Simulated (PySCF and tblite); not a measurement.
Results of a calculation; reference values are marked as such.
C6H6O3, numbered as in [CH3:1][O:2][C:3](=[O:4])[c:5]1[cH:6][cH:7][o:8][cH:9]1.

Geometries PBE0-D3(BJ)/def2-SVP; weights from CAM-B3LYP-D3(BJ)/def2-SVPD (IEF-PCM, chloroform) energies and GFN2-xTB thermal corrections, with symmetry numbers and mirror pairs. Conformers within 3 kcal/mol (GFN2-xTB free energy) were kept, 8 at most. GIAO shieldings: wB97X-D/pcSseg-1 (IEF-PCM, chloroform). Shifts are against TMS (¹H), TMS (¹³C) at the same level. Programs: PySCF with density fitting and tblite.

**Question.** List the conformer-averaged shifts at 298.15 K.

**Answer.** ¹H: 8.17 (H9, 1H), 7.57 (H7, 1H), 7.11 (H6, 1H), 3.90 (H1, 3H) ppm. ¹³C: 170.7 (C3), 156.4 (C9), 150.5 (C7), 125.2 (C5), 118.4 (C6), 53.4 (C1) ppm.

**Question.** How do the conformers differ?

**Answer.** Torsions listed: C1–O2–C3–O4, O2–C3–C5–C6.
```tsv
conformer	shape	weight %
1	0°, 180°	57.8
2	0°, 0°	42.2
```

| signal | 1 | 2 | average |
| --- | --- | --- | --- |
| H1 | 3.89 | 3.90 | 3.90 |
| H6 | 7.18 | 7.01 | 7.11 |
| H7 | 7.59 | 7.55 | 7.57 |
| H9 | 8.07 | 8.30 | 8.17 |
| C1 | 53.4 | 53.4 | 53.4 |
| C3 | 170.6 | 170.7 | 170.7 |
| C5 | 125.0 | 125.4 | 125.2 |
| C6 | 118.9 | 117.8 | 118.4 |
| C7 | 150.5 | 150.4 | 150.5 |
| C9 | 155.6 | 157.5 | 156.4 |

Shifts are unscaled: against experiment ¹³C can be off by 15 ppm or more and ¹H by 0.8 ppm.
